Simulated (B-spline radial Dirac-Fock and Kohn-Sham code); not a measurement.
Photoemission from F at Ag Lα (2984.4 eV), detector at θ = 90°, φ = 0°

System: atomic fluorine, [He] 2s2 2p5. Level of theory: Dirac-Hartree-Slater photoionisation with a Latter tail; cross sections with all multipoles, angular parameters from the dipole term and its interference with E2; a radial B-spline solver. Thresholds are tabulated edges, those marked * orbital energies of the model. For linearly polarised light dσ/dΩ = σ/(4π) [1 + β P₂(cos θ) + (δ + γ cos²θ) sin θ cos φ], with θ from the polarisation vector and φ the angle between the beam and the projection of the electron momentum on the plane normal to the polarisation. The dipole factor is 1 + βP₂ and the non-dipole term is the rest of the bracket. Open shells are filled statistically over j.

```
subshell  threshold (eV)  σ (kb)     β     γ      δ  dipole factor  non-dipole term  dσ/dΩ (kb/sr)
      1s           696.7    8.83  2.00  1.02  0.000          0.000            0.000            ≈ 0
      2s          34.84*   0.438  2.00  1.09  0.000          0.000            0.000            ≈ 0
   2p1/2          16.00*  0.0168  0.37  0.62  0.165          0.814           +0.165        0.00131
   2p3/2          15.92*  0.0331  0.36  0.61  0.166          0.819           +0.166        0.00259
```

Values without a named source are computed, but for edge energies of neutral atoms, which are taken from tables.
